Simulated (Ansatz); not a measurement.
Species: TaO (charge +1, triplet). The spin state was set by rule; other spins were not relaxed. SMILES: [O]=[Ta+]
Coordinates optimised at B3LYP-D3(BJ)/def2-TZVP (Ansatz, a program for electronic structure):
```
O
Ta 1 1.6713
```
Charge +1, spin multiplicity 3.

Parts of the frozen-core correlation energy in def2-SVP (Ansatz, hartree). Frozen orbitals: 5; correlated occupied orbitals by spin: 6 and 4; virtual: 35 and 37. Open shells are spin-unrestricted. Spin-orbit coupling is left out. Past Kr the def2 sets carry scalar-relativistic core potentials.

```csv
term,value
reference (HF),-130.89574
MP2 opposite-spin,-0.19697
MP2 same-spin,-0.09550
CCSD correlation,-0.27547
(T),-0.01631
CCSDT minus CCSD(T),-0.00071
T1 diagnostic,0.041
largest doubles amplitude,0.058
<S^2> of the reference,2.103
```
